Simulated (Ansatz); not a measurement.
`N#C[Si](F)(C#N)C#N` + `C#N` → `N#C[Si](C#N)(C#N)C#N` + H–F at 600 K and 1 bar (formal exchange of groups at the Si–F bond).

Gas-phase electronic energies from Ansatz, PBE0-D4/def2-TZVP geometries. CCSD(T)/CBS adds triple-zeta CCSD(T) − MP2 to the extrapolated MP2 energy (def2 sets, frozen cores). This one scheme is used for every species.

```tsv
species	CCSD(T)/CBS energy (Eh)	H − E (kJ/mol)	S (J/(mol·K))
`N#C[Si](F)(C#N)C#N`	-667.16567	144.4	476.6
`C#N`	-93.32098	64.3	228.4
`N#C[Si](C#N)(C#N)C#N`	-660.04610	167.8	504.9
H–F	-100.39570	42.3	194.0
```

H − E and S are ideal-gas, rigid-rotor, harmonic terms from PBE0-D4/def2-TZVP. 1 Eh = 2625.50 kJ/mol, R = 8.31446 J/(mol·K).

**Question.** By hand: ΔE, ΔH, ΔS and ΔG.

**Answer.** ΔE = (-660.04610) + (-100.39570) − (-667.16567) − (-93.32098) = 0.04485 Eh = 117.8 kJ/mol. Δ(H − E) = 167.8 + 42.3 − 144.4 − 64.3 = 1.4, so ΔH = 119.2 kJ/mol. ΔS = 504.9 + 194.0 − 476.6 − 228.4 = -6.1 J/(mol·K). ΔG = 119.2 − 600 × (-6.1)/1000 = 122.9 kJ/mol.

**Question.** By hand: the equilibrium constant, and the temperature at which ΔG would vanish if ΔH and ΔS stayed fixed.

**Answer.** log₁₀ K = −ΔG/(RT ln 10) = -10.7. ΔH and −TΔS have one sign here, so there is no such temperature.

The number of gas molecules stays the same, so ΔS is small and ΔH decides. A doubt of 5 kJ/mol in ΔE shifts log₁₀ K by 0.4 here. These are equilibria of isolated gas molecules and say nothing of rates. Largest T1 diagnostic: 0.015 (customary marks: 0.02 for closed shells, 0.045 for open ones).
